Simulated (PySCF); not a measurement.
## La²⁰⁺: ionisation energy

La²⁰⁺ [Kr] 4d1 [4d3/2^1, M_J = 3/2] → La²¹⁺ [Kr], as a difference of total energies. Calculation: PySCF 2.14, in an even-tempered Gaussian basis (18 s from 1.3 bohr⁻², ratio 2.8; 14 p from 1.7 bohr⁻², ratio 2.8; 9 d from 1.7 bohr⁻², ratio 2.8; 4 f from 5.8 bohr⁻², ratio 3); the two-component X2C-1e Hamiltonian. Correlated levels: [Ar] 3d10 frozen; the 94 highest virtual spinors dropped. "Screened" scales the spin-orbit matrix elements by Boettger's factors to mimic the two-electron term; Breit and QED terms are absent.

| method | ionisation energy (eV) |
| --- | --- |
| GHF (screened spin-orbit) | 565.59 |
| GMP2 (screened spin-orbit) | 566.01 |

Problem. How much does correlation contribute at GMP2 (screened spin-orbit)?

Solution. 566.01 − (565.59) = 0.42 eV, measured against GHF (screened spin-orbit).

Breit and QED terms and the two-electron picture change are absent.

For comparison: 566 ± 4 eV (theoretical estimate listed by NIST; NIST Atomic Spectra Database, ionization energies).
